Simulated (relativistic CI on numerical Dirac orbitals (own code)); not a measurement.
# Mn²⁺: 2p photoemission

Computed with this model: Dirac-Coulomb-Breit CI, orbitals from a KLI potential per configuration, QED by a radiative potential, valence Slater integrals scaled by 0.8, multiplet model of photoemission in the sudden approximation; configurations [Ar] 3d5 → [He] 2s2 2p5 3s2 3p6 3d5; 80 K; Lorentzian 0.5 eV and Gaussian 0.6 eV FWHM. Energies are those of the free ion, without screening or charge transfer. The energies are binding energies and can lie tens of eV above those of solids. S is read from ⟨S²⟩ = S(S + 1).

Field parameters in Wybourne normalisation: D3d B²₀ = −7Dσ, B⁴₀ = −14Dq − 21Dτ, B⁴₃ = −14√(10/7) Dq; Oh B⁴₀ = 21Dq, B⁴₄ = √(5/14) B⁴₀. The field is a parameter set, without covalency.

Computed curve for Oh, 10Dq = 19700 cm⁻¹, scaled to 100 at the maximum (points under 2 are left out and the grid is thinned):

```json
{"Energy (eV)": "667.8", "Intensity": "2.0"}
{"Energy (eV)": "668.1", "Intensity": "2.5"}
{"Energy (eV)": "668.5", "Intensity": "3.5"}
{"Energy (eV)": "668.8", "Intensity": "4.7"}
{"Energy (eV)": "669.2", "Intensity": "7.8"}
{"Energy (eV)": "669.5", "Intensity": "13.3"}
{"Energy (eV)": "669.9", "Intensity": "36.8"}
{"Energy (eV)": "670.2", "Intensity": "76.4"}
{"Energy (eV)": "670.6", "Intensity": "96.0"}
{"Energy (eV)": "670.9", "Intensity": "66.1"}
{"Energy (eV)": "671.3", "Intensity": "62.2"}
{"Energy (eV)": "671.6", "Intensity": "79.1"}
{"Energy (eV)": "671.9", "Intensity": "71.5"}
{"Energy (eV)": "672.3", "Intensity": "51.6"}
{"Energy (eV)": "672.6", "Intensity": "44.7"}
{"Energy (eV)": "673.0", "Intensity": "37.8"}
{"Energy (eV)": "673.3", "Intensity": "32.6"}
{"Energy (eV)": "673.7", "Intensity": "28.6"}
{"Energy (eV)": "674.0", "Intensity": "21.4"}
{"Energy (eV)": "674.4", "Intensity": "11.4"}
{"Energy (eV)": "674.7", "Intensity": "7.8"}
{"Energy (eV)": "675.1", "Intensity": "6.4"}
{"Energy (eV)": "675.4", "Intensity": "6.8"}
{"Energy (eV)": "675.8", "Intensity": "9.3"}
{"Energy (eV)": "676.1", "Intensity": "11.0"}
{"Energy (eV)": "676.4", "Intensity": "12.0"}
{"Energy (eV)": "676.8", "Intensity": "13.4"}
{"Energy (eV)": "677.1", "Intensity": "13.4"}
{"Energy (eV)": "677.5", "Intensity": "10.5"}
{"Energy (eV)": "677.8", "Intensity": "8.0"}
{"Energy (eV)": "678.2", "Intensity": "6.1"}
{"Energy (eV)": "678.5", "Intensity": "5.4"}
{"Energy (eV)": "678.9", "Intensity": "5.0"}
{"Energy (eV)": "679.2", "Intensity": "5.2"}
{"Energy (eV)": "679.6", "Intensity": "5.3"}
{"Energy (eV)": "679.9", "Intensity": "4.8"}
{"Energy (eV)": "680.2", "Intensity": "4.4"}
{"Energy (eV)": "680.6", "Intensity": "4.5"}
{"Energy (eV)": "680.9", "Intensity": "5.2"}
{"Energy (eV)": "681.3", "Intensity": "7.3"}
{"Energy (eV)": "681.6", "Intensity": "11.9"}
{"Energy (eV)": "682.0", "Intensity": "25.6"}
{"Energy (eV)": "682.3", "Intensity": "38.0"}
{"Energy (eV)": "682.7", "Intensity": "40.5"}
{"Energy (eV)": "683.0", "Intensity": "34.2"}
{"Energy (eV)": "683.4", "Intensity": "40.2"}
{"Energy (eV)": "683.7", "Intensity": "50.1"}
{"Energy (eV)": "684.1", "Intensity": "39.5"}
{"Energy (eV)": "684.4", "Intensity": "25.8"}
{"Energy (eV)": "684.7", "Intensity": "17.5"}
{"Energy (eV)": "685.1", "Intensity": "10.6"}
{"Energy (eV)": "685.4", "Intensity": "7.3"}
{"Energy (eV)": "685.8", "Intensity": "5.1"}
{"Energy (eV)": "686.1", "Intensity": "4.4"}
{"Energy (eV)": "686.5", "Intensity": "4.2"}
{"Energy (eV)": "686.8", "Intensity": "4.1"}
{"Energy (eV)": "687.2", "Intensity": "4.5"}
{"Energy (eV)": "687.5", "Intensity": "4.3"}
{"Energy (eV)": "687.9", "Intensity": "3.1"}
{"Energy (eV)": "688.2", "Intensity": "2.2"}
```

The ground state has S = 2.50, and the centroid lies at 675.80 eV.
